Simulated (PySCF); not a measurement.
Magnetisability: (HMg-mu3-Cl)4 cubane

Geometry:
```
atom   x (Å)   y (Å)   z (Å)
 Mg1  -1.434   1.375   0.160
  H2  -2.560   2.453   0.289
 Cl3  -0.470   0.265   1.963
 Mg4  -0.644  -1.723   0.767
  H5  -1.150  -3.076   1.366
 Cl6  -1.652  -0.620  -1.017
 Mg7   0.462  -0.262  -1.921
  H8   0.823  -0.471  -3.428
 Cl9   0.656   1.760  -0.786
Mg10   1.617   0.611   0.994
 H11   2.885   1.093   1.773
Cl12   1.466  -1.404  -0.160
```

Computed, not measured: GIAO B3LYP/def2-SVP magnetisability, rotational g tensor and spin-rotation constants, non-relativistic, gas phase (PySCF). Geometry: GFN2-xTB.

Q: What are the magnetisability and the molar susceptibility?

A: Isotropic -2136 × 10⁻³⁰ J/T², or -128.6 × 10⁻⁶ cm³/mol; principal values -2136, -2136, -2135 × 10⁻³⁰ J/T², anisotropy 0 × 10⁻³⁰ J/T² (root of half the summed squared differences of the principal values). The susceptibility is in cgs units.

Q: Split it along the inertial axes a, b, c into diamagnetic and paramagnetic parts about the centre of mass, with the quadrupole moment.

A: 
```csv
axis,χ (10⁻⁶ cm³/mol),diamagnetic (10⁻⁶ cm³/mol),paramagnetic (10⁻⁶ cm³/mol),summed x² of all electrons (Å²),quadrupole Θ (D Å)
a,-128.6,-1674.7,1546.1,197.4,0.00
b,-128.6,-1674.7,1546.1,197.4,0.00
c,-128.6,-1674.7,1546.1,197.4,0.00
```
Anisotropies 2χaa − χbb − χcc = 0.0 and 2χbb − χaa − χcc = 0.0 × 10⁻⁶ cm³/mol. Θ is traceless in Buckingham's convention.

Q: And the rotational g tensor?

A: 
| axis | rotational constant (GHz) | g | nuclear part | electronic part |
| --- | --- | --- | --- | --- |
| a | 0.7493 | -0.0233 | 0.5209 | -0.5442 |
| b | 0.7490 | -0.0233 | 0.5207 | -0.5440 |
| c | 0.7489 | -0.0233 | 0.5206 | -0.5440 |

Spherical top; isotopes 35Cl, 1H, 24Mg; no vibrational averaging.
